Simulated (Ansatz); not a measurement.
```yaml
crystal:
  periodic: [false, false, false]
  atoms:
    - {symbol: Br, position_ang: [-2.920919, -0.330516, -1.249643]}
    - {symbol: Ga, position_ang: [1.515913, -0.349346, 1.900347]}
    - {symbol: N, position_ang: [0.823695, 0.117150, 0.223287]}
    - {symbol: Zn, position_ang: [-0.839103, -0.061429, -0.482565]}
    - {symbol: H, position_ang: [1.470413, 0.550540, -0.432827]}
basis:
  gaussian: {orbitals: cc-pVDZ}
total_charge: -2
magnetization: {spin_polarized: true, initial_magnetization: 0}
hamiltonian: {xc: {name: revPBE0}, dispersion: d3bj}
output: {forces: true}
```

```sh
$ ansatz run in.yaml --threads 4 --pin off --events-out ev --progress --plain --max-ram 10444MiB
```

Shortened log:

```
Functional definition: revPBE0
1296 factors; integrals over basis functions are off by at most 7.6e-4 eV
mean field evaluation 1: about -172323.3974 eV, gradient 4.5e1 eV
mean field evaluation 2: about -172263.2078 eV, gradient 1.0e2 eV
mean field evaluation 4: about -172331.4663 eV, gradient 1.7e1 eV
mean field evaluation 8: about -172334.3997 eV, gradient 4.5e-1 eV
mean field evaluation 16: about -172334.5677 eV, gradient 1.2e-2 eV
mean field evaluation 32: about -172334.5736 eV, gradient 3.3e-1 eV
mean field -172335.05966072 eV, -6333.1966296326 hartree, gradient 2.7e-5 eV, S^2 0.985177; 12 other end points of the search recorded, 0 dependent functions left out
reference -172335.05969838 eV, -6333.1966310165 hartree; 53, 53 occupied and 63, 63 virtual orbitals, 1296 factors
Total energy: -172335.34038162 eV, -6333.2069459352 hartree
Atom 0 at    -2.920919    -0.330516    -1.249643 Å, force    -2.102325    -0.461175    -0.290043 eV/Å
Atom 1 at     1.515913    -0.349346     1.900347 Å, force     0.362843    -0.297516     1.014609 eV/Å
Atom 2 at     0.823695     0.117150     0.223287 Å, force     0.492610     0.070859     0.163410 eV/Å
Atom 3 at    -0.839103    -0.061429    -0.482565 Å, force     1.270482     0.619632    -0.696962 eV/Å
Atom 4 at     1.470413     0.550540    -0.432827 Å, force    -0.023611     0.068201    -0.191015 eV/Å
Dipole moment:    -1.423642    -0.154776    -0.599214 e Å
```

Something in this input is off. What?

The charge is far from anything that the molecule holds. The calculation finished and met its thresholds. The result belongs to that input, not to the molecule as meant.
